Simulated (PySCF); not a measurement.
C2H7Cl2NSi, SMILES C[C@H](N)[SiH](Cl)Cl.

Geometry: PBE-D3(BJ)/def2-SVP. The structure was generated by enumeration; whether it is a known compound was not checked. Other conformers were not sampled.

Computed with ωB97X/def2-TZVP run with PySCF.

Isolated molecule, no solvent.

```yaml
total_energy: -1345.22504 hartree
highest_occupied_level: -9.77 eV
lowest_empty_level: 2.31 eV
orbital_gap: 12.08 eV
dipole_moment: 3.07 D
quadrupole, principal values (traceless, Buckingham form, about the centre of nuclear charge): -6.34, 0.96, 5.39 D·Å
mean_static_polarisability: 79.8 bohr³ (11.83 Å³)
polarisability_principal_values: 73.0, 79.1, 87.3 bohr³
```
